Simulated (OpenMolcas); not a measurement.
## N2+, P2+, As2+, Sb2+, Bi2+: ns² np down the group

* Program: OpenMolcas 26.06
* Method: MS-RASPT2, IPEA 0.25 Eh, imaginary shift 0.1 Eh
* Basis: ANO-RCC-VQZP
* Scalar Hamiltonian: DKH2, point nucleus
* Spin-orbit coupling: RASSI with atomic mean-field integrals over the reference wave functions, term energies averaged over their components

Active space for each ion: 3 electrons in 9 orbitals (RAS2 s p; RAS3 d, at most 2 electrons); closed shells correlated by CASPT2: N2+ 1s; P2+ 2s 2p; As2+ 3d; Sb2+ 4d; Bi2+ 5d.

Computed levels in cm-1 above ²P°_1/2:

```tsv
Level	N2+	P2+	As2+	Sb2+	Bi2+
²P°_3/2	158	482	2580	5630	17770
weight of ²P° in the lowest level (%)	100	100	100	100	100
```

Measured, with the error of the calculation in %. Measured levels: N2+ from Moore, Selected Tables of Atomic Spectra, NSRDS-NBS 3, section 5; P2+ from Martin, Zalubas and Musgrove, J. Phys. Chem. Ref. Data 14, 751 (1985); As2+ from Moore, Atomic Energy Levels, vol. II, NSRDS-NBS 35 (1971 reprint of NBS Circular 467, 1952); Sb2+, Bi2+ from Moore, Atomic Energy Levels, vol. III, NSRDS-NBS 35 (1971 reprint of NBS Circular 467, 1958).

```csv
Level,N2+,P2+,As2+,Sb2+,Bi2+
²P°_3/2,174 (-9.3),559 (-13.8),2940 (-12.1),6576 (-14.4),20788 (-14.5)
```

The fine-structure level ²P°_3/2 changes by a factor of 112 from N2+ to Bi2+.

Active for correlation alone: 3d; no level in the range computed is led by a configuration that fills it, so any true level of that kind is missing (holds for N2+; P2+). Active for correlation alone: 4d; no level in the range computed is led by a configuration that fills it, so any true level of that kind is missing (holds for As2+). The run also gave levels led by 5s 5p 5d, which use shells meant for correlation; these and all levels above them are left out (holds for Sb2+). The run also gave levels led by 6s 6p 6d, which use shells meant for correlation; these and all levels above them are left out (holds for Bi2+). Measured partners are found by configuration, term and J. A level has none where our copy of the source lacks it or the pairing is in doubt (some pairs that miss far off the trend of their configuration count as doubtful), and it then counts in no deviation. Only configurations of the active space appear.

° marks odd parity.
